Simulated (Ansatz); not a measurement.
The cluster Hg₃⁻. The state is a doublet with charge -1. Geometry r2SCAN/def2-TZVPD; atoms count from 1.

```xyz
3

Hg   -1.256   -0.440    1.181
Hg   -0.382    1.119   -1.330
Hg    1.638   -0.679    0.149
```

In the def2 sets Hg takes a core potential; there is no spin–orbit coupling. The highest occupied level of the charge -1 doublet lies above zero (up to 0.94 eV). By energy differences its removal costs 0.31 eV (vertical, to the charge 0 singlet, at PBE0/def2-TZVPD); a positive level beside a positive removal energy at the same level points to self-interaction error. The structure comes from a short search, and lower isomers may exist.

Question: Estimate the Mulliken populations from the PBE0/def2-TZVPD orbitals of Ansatz.

Answer: 
```json
{"atom": "Hg1", "charge (e)": "-0.33", "spin (α − β)": "0.33", "d electrons": "9.98"}
{"atom": "Hg2", "charge (e)": "-0.33", "spin (α − β)": "0.33", "d electrons": "9.98"}
{"atom": "Hg3", "charge (e)": "-0.33", "spin (α − β)": "0.33", "d electrons": "9.98"}
```
Mulliken values and Mayer orders depend strongly on the basis. With diffuse functions, as here, like atoms can get unlike values, and bond orders can come out too low or too high.

Question: Where does the spin sit?

Answer: Summed by element: Hg 1.00, of 1 unpaired in all. Largest on single atoms: Hg2 0.33, Hg1 0.33, Hg3 0.33.

Question: And the Mayer bond orders between bonded heavy atoms (over 0.3)?

Answer: Hg1–Hg2 0.51 (3.08 Å); Hg1–Hg3 0.51 (3.08 Å); Hg2–Hg3 0.51 (3.08 Å).
